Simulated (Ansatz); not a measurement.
`[BH2][GaH][F]` + `F[CH2][GeH2][Br]` → `F[CH2][GaH][F]` + `[BH2][GeH2][Br]` at 600 K and 1 bar (redistribution).

Program: Ansatz. Geometries: PBE0-D4/def2-TZVP. ΔE: electronic, gas phase. CCSD(T)/CBS is the MP2 limit (def2-TZVPP, def2-QZVPP) plus CCSD(T) − MP2 in def2-TZVPP, frozen cores. For Br, Ga, Ge outer-core shells are correlated without core-valence functions, which leaves a few kJ/mol of doubt a bond. Scalar relativity is left out up to krypton. Each species was taken in one conformer, which may not be the lowest.

```json
{"species": "`[BH2][GaH][F]`", "CCSD(T)/CBS energy (Eh)": "-2050.32373", "H − E (kJ/mol)": "116.9", "S (J/(mol·K))": "363.2"}
{"species": "`F[CH2][GeH2][Br]`", "CCSD(T)/CBS energy (Eh)": "-4789.70402", "H − E (kJ/mol)": "173.9", "S (J/(mol·K))": "423.2"}
{"species": "`F[CH2][GaH][F]`", "CCSD(T)/CBS energy (Eh)": "-2163.39923", "H − E (kJ/mol)": "146.7", "S (J/(mol·K))": "395.0"}
{"species": "`[BH2][GeH2][Br]`", "CCSD(T)/CBS energy (Eh)": "-4676.63012", "H − E (kJ/mol)": "143.3", "S (J/(mol·K))": "400.2"}
```

H − E and S are ideal-gas, rigid-rotor, harmonic terms from PBE0-D4/def2-TZVP, for one conformer and one mirror image of each species. 1 Eh = 2625.50 kJ/mol, R = 8.31446 J/(mol·K).

Q: By hand: ΔE, ΔH, ΔS and ΔG.

A: ΔE = (-2163.39923) + (-4676.63012) − (-2050.32373) − (-4789.70402) = -0.00160 Eh = -4.2 kJ/mol. Δ(H − E) = 146.7 + 143.3 − 116.9 − 173.9 = -0.8, so ΔH = -5.0 kJ/mol. ΔS = 395.0 + 400.2 − 363.2 − 423.2 = 8.8 J/(mol·K). ΔG = -5.0 − 600 × (8.8)/1000 = -10.3 kJ/mol.

Q: By hand: the equilibrium constant, and the temperature at which ΔG would vanish if ΔH and ΔS stayed fixed.

A: log₁₀ K = −ΔG/(RT ln 10) = 0.9. ΔH and −TΔS have one sign here, so there is no such temperature.

TΔS isn't small against ΔH here. A doubt of 5 kJ/mol in ΔE shifts log₁₀ K by 0.4 here. Other conformers and mirror images would add mixing entropy, several J/(mol·K) or more a flexible species. Modes under 60 cm⁻¹, often nearly free rotors, make the harmonic entropy too high. These are equilibria of isolated gas molecules and say nothing of rates. Largest T1 diagnostic: 0.014 (customary marks: 0.02 for closed shells, 0.045 for open ones).

ΔS is within the doubt of such terms, so its sign, and with it that verdict, could turn.
